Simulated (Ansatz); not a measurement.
Mulliken charges of `CO[SiH2]F` from ωB97M-V/def2-TZVPP in Ansatz (PBE0-D4/def2-TZVP geometry).

| atom | x (Å) | y (Å) | z (Å) | charge (e) |
| --- | --- | --- | --- | --- |
| C1 | -0.280 | 1.151 | -0.688 | -0.178 |
| O2 | -0.744 | -0.064 | -0.138 | -0.360 |
| Si3 | 0.169 | -1.128 | 0.680 | 0.592 |
| F4 | 1.202 | -1.865 | -0.290 | -0.318 |
| H5 | 0.190 | 0.979 | -1.661 | 0.128 |
| H6 | -1.136 | 1.814 | -0.823 | 0.126 |
| H7 | 0.443 | 1.643 | -0.029 | 0.111 |
| H8 | -0.748 | -2.142 | 1.232 | -0.041 |
| H9 | 0.992 | -0.434 | 1.700 | -0.060 |

**Question.** By hand: the dipole of these point charges (1 e Å = 4.8032 D).

**Answer.** Σ q r = (-0.063, 0.394, 0.195) e Å, of length 0.444 e Å = 2.13 D.

**Question.** How does the dipole of the full density compare? (An estimate is asked.)

**Answer.** Ansatz gave: (-0.023, 0.326, 0.063) e Å, 1.60 D; the point charges give 1.33 times that, at 16° from its direction.

Point charges leave out the atoms' own dipoles, such as those of lone pairs, and Mulliken's split depends on the basis, so the two needn't agree.
